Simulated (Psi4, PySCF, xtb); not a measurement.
Interaction energy of CH4 ··· C2H2 (SMILES C and C#C), singlet. Monomers: optimised at B3LYP-D3(BJ) (def2-TZVP), held rigid. Orientation: lowest of the rigid-body minima from ten starts at GFN2-xTB. The monomers approach along the line of their centres of mass (distance R); nothing else relaxes.

Levels of theory: RHF/LANL2DZ = restricted Hartree-Fock/LANL2DZ, no counterpoise correction in PySCF; GFN1-xTB (xtb); SAPT0/jun-cc-pVDZ, frozen core (Psi4).

Interaction energies in kJ/mol:

```tsv
R / Å	RHF/LANL2DZ	GFN1-xTB
3.30	26.34	4.42
3.48	14.82	-0.03
3.66	8.10	-1.83
3.90	3.37	-2.34
4.13	1.26	-2.07
4.26	0.63	-1.84
4.60	-0.11	-1.27
4.88	-0.26	-0.93
5.39	-0.22	-0.55
6.09	-0.11	-0.27
7.07	-0.04	-0.11
8.38	-0.01	-0.04
```

Q: Estimate the SAPT0/jun-cc-pVDZ values at these points.

A: 3.30: 15.23; 3.48: 7.30; 3.66: 2.88; 3.90: 0.08; 4.13: -0.89; 4.26: -1.07; 4.60: -1.04; 4.88: -0.84; 5.39: -0.51; 6.09: -0.25; 7.07: -0.10; 8.38: -0.03 (kJ/mol).
